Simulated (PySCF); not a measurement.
C6H3Cl. Atoms are numbered in the order given.

```xyz
10

C      0.3849     3.1599     0.0000
C      0.6586     1.9766     0.0000
C      1.0127     0.6088     0.0000
C      0.1069    -0.3991     0.0000
Cl     0.6592    -2.0434     0.0000
C     -1.2990    -0.2273     0.0000
C     -2.5046    -0.0933     0.0000
H      0.1342     4.2046     0.0000
H      2.0752     0.3478     0.0000
H     -3.5721     0.0313     0.0000
```

Geometry optimised at PBE0-D3(BJ)/def2-SVP. The structure was generated by enumeration; whether it is a known compound was not checked.

Method: B3LYP/pcSseg-1 run with PySCF.

GIAO shieldings, no solvent; atoms alike by connectivity are averaged. δ = σ(ref) − σ: ¹³C against TMS (σ = 181.3 ppm); ³⁵Cl against HCl (σ = 933.3 ppm); ¹H against TMS (σ = 31.68 ppm), references at their B3LYP-D3(BJ)/def2-TZVP geometries, non-relativistic (without spin–orbit terms, shifts of atoms bonded to Cl or Br come out too high).

| nucleus | atoms | count | δ (ppm) |
|---|---|---|---|
| ¹³C | C4 | 1 | 143.1 |
| ¹³C | C3 | 1 | 128.1 |
| ¹³C | C1 | 1 | 100.0 |
| ¹³C | C7 | 1 | 98.6 |
| ¹³C | C6 | 1 | 82.8 |
| ¹³C | C2 | 1 | 82.6 |
| ³⁵Cl | Cl5 | 1 | 306.8 |
| ¹H | H9 | 1 | 6.33 |
| ¹H | H10 | 1 | 4.03 |
| ¹H | H8 | 1 | 3.98 |
